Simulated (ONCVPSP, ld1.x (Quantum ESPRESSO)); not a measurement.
# Potentials for nitrogen (N) compared

Generated with ld1.x 7.5 (TM, RRKJ, ultrasoft, PAW), atompaw 4.2 or ONCVPSP 4.0.1. The cutoff is in Ry: for ld1.x and atompaw files where the sum of valence levels is converged to 10 mRy in a Bessel basis, for ONCV files where the hardest occupied wave has 1 mHa per electron of residual kinetic energy. The error is the largest all-electron minus pseudo excitation energy over each file’s own four to seven test configurations (ionisations up to +4, promotions, holes and added fractions of an electron), all of which were solved. The labels leave out finer settings (local radius, basis sizes, second energies), which also bear on the numbers. Spin-polarised tests are not counted. The rows are a selection from randomly drawn settings: files with unsolved tests, undetermined cutoffs or missed reference levels are left out.

```tsv
potential	cutoff (Ry)	largest error (meV)	bound ghosts
TM, PBE, scalar-relativistic, rc 1.00/1.55 (sp), local smoothed, core correction no, reference 2s2 2p2	55	+1000	none
TM, LDA (PZ), scalar-relativistic, rc 0.65/1.70 (sp), local smoothed, core correction yes, reference 2s2 2p1.5	180	+768	none
ultrasoft, PBE, non-relativistic, rc 1.10/1.65 (sp), local smoothed, core correction yes, reference 2s2 2p3	25	-83	none
ONCV, LDA (Perdew-Wang 92), scalar-relativistic, rc 0.75/1.95 (sp), local s, core correction no, reference 2s2 2p3, qcut 6.9/8.3, projectors 0/1	61	+1303	none
ONCV, PBE, scalar-relativistic, rc 0.90/2.30/2.20 (spd), local smoothed, core correction yes, reference 2s1 2p4, qcut 9.3/5.9/4.2, projectors 2/2/3	64	+1282	none
ONCV, PBE, scalar-relativistic, rc 1.05/2.45 (sp), local smoothed, core correction no, reference 2s2 2p2.75, qcut 6.9/5.1, projectors 2/1	76	+1018	none
ONCV, LDA (Perdew-Zunger), non-relativistic, rc 0.95/2.10 (sp), local smoothed, core correction yes, reference 2s2 2p3, qcut 7.5/6.5, projectors 2/2	50	+1769	none
```

Q: Fill in the row for N: ONCV, LDA (Perdew-Zunger), fully relativistic, rc 0.95/1.90/1.60 (spd), local smoothed, core correction no, reference 2s2 2p3, qcut 5.3/7.5/6, projectors 2/3/1.

A: cutoff 164 Ry, largest error +1431 meV, bound ghosts: none.

Q: Fill in the row for N: ONCV, PBEsol, scalar-relativistic, rc 0.85/0.95/0.85 (spd), local smoothed, core correction yes, reference 2s2, qcut 8.6/9.7/9.9, projectors 2/1/2.

A: cutoff 66 Ry, largest error -473 meV, bound ghosts: none.
